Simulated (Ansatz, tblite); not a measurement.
Removing and adding an electron: Ga(NH3)2H3 (GaN₂H₉). Charge 0, multiplicity 1. Geometry: PBE-D4/def2-SVP. Ansatz, gas phase; energy differences of separate SCF runs; the oxidised species was run as a doublet alone; the reduced species was run as a doublet alone.

```xyz
12

Ga    0.000    0.000    0.000
N     0.809    2.209    0.108
H     1.594    2.291    0.767
H     0.080    2.863    0.417
H     1.143    2.533   -0.808
N    -0.809   -2.209   -0.108
H    -0.278   -2.836    0.509
H    -0.743   -2.589   -1.061
H    -1.796   -2.263    0.175
H    -1.112    0.459   -1.055
H    -0.319    0.040    1.568
H     1.431   -0.500   -0.512
```

The xTB rows come from tblite. HOMO above LUMO, or a gap near zero within one spin, warns that the state may not be the lowest or that an electron is smeared out.

```json
{"level": "GFN2-xTB", "−HOMO (eV)": "10.05", "vertical IE (eV)": "12.86", "−LUMO (eV)": "1.70", "vertical EA (eV)": "–", "HOMO–LUMO gap (eV)": "8.35", "IE − EA (eV)": "–", "remarks": "–"}
{"level": "r2SCAN-D4/def2-TZVP", "−HOMO (eV)": "5.97", "vertical IE (eV)": "8.91", "−LUMO (eV)": "-0.37", "vertical EA (eV)": "–", "HOMO–LUMO gap (eV)": "6.34", "IE − EA (eV)": "–", "remarks": "gap within one spin near zero (+1 doublet)"}
{"level": "PBE0-D4/def2-TZVP", "−HOMO (eV)": "6.90", "vertical IE (eV)": "9.11", "−LUMO (eV)": "-0.48", "vertical EA (eV)": "–", "HOMO–LUMO gap (eV)": "7.38", "IE − EA (eV)": "–", "remarks": "–"}
{"level": "PBE0-D4/def2-TZVPD", "−HOMO (eV)": "6.95", "vertical IE (eV)": "–", "−LUMO (eV)": "0.02", "vertical EA (eV)": "-0.97", "HOMO–LUMO gap (eV)": "6.93", "IE − EA (eV)": "–", "remarks": "HOMO above zero (-1 doublet)"}
```

(1) Estimate the rows for GFN1-xTB, PBE-D4/def2-TZVPD, r2SCAN-D4/def2-TZVPD.

Answers

(1) 
```
               level  −HOMO (eV)  vertical IE (eV)  −LUMO (eV)  vertical EA (eV)  HOMO–LUMO gap (eV)  IE − EA (eV)                                                                   remarks
            GFN1-xTB       11.19             14.00        4.18              1.47                7.01         12.53                                                                         –
   PBE-D4/def2-TZVPD        5.73                 –        0.74             -0.73                4.99             –  HOMO above zero (-1 doublet), gap within one spin near zero (-1 doublet)
r2SCAN-D4/def2-TZVPD        6.02                 –        0.02             -0.93                6.00             –  HOMO above zero (-1 doublet), gap within one spin near zero (-1 doublet)
```

Run but left out: PBE-D4/def2-TZVP (charge +1 doublet: an occupied level 0.05 eV above an empty one).   A HOMO above zero means that the electron is unbound at that level or that self-interaction error raises the level; the energy of removing that electron tells which. Raw xTB energy differences between charge states are shifted by several eV; the methods need an empirical correction for them. A negative affinity means that the extra electron isn't bound; its size then hangs on the basis.
